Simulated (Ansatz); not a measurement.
Coupled-cluster diagnostics for BCl2Br (BBrCl2), Ansatz.

Geometry of the singlet (B3LYP-D4/def2-SVP):

```xyz
4

B     0.031   -0.027   -0.004
Cl   -0.268   -1.580   -0.751
Cl    1.634    0.373    0.568
Br   -1.397    1.233    0.188
```

Correlated methods freeze 20 core orbitals; core or outer-core shells of Br are correlated, in sets that lack core-valence functions.

Task: Estimate the CCSD(T) correlation energy, the shares of MP2 and (T), T1 and the reference's ⟨S²⟩ for: charge 0, singlet, own geometry in def2-TZVPP; charge 1, doublet, vertical in def2-TZVPP; and the rough time on 2 threads of Arm Neoverse V1 on a shared host.

Result: 
| state | basis | correlation (eV) | MP2 share (%) | (T) share (%) | T1 | ⟨S²⟩ (pure) | wall time |
| --- | --- | --- | --- | --- | --- | --- | --- |
| charge 0, singlet, own geometry | def2-TZVPP | -22.180 | 91.8 | 4.2 | 0.010 | 0.00 (0.00) | 57 s |
| charge 1, doublet, vertical | def2-TZVPP | -21.451 | 90.5 | 4.4 | 0.027 | 0.76 (0.75) | 4.4 min |
Customary marks for T1 are 0.02 (closed shells), 0.045 (open shells) and about 0.05 (3d metals). T1 exceeds 0.02 in 1 of 2 rows and 0.045 in 0; the higher it lies, the less the single-reference result can be trusted.
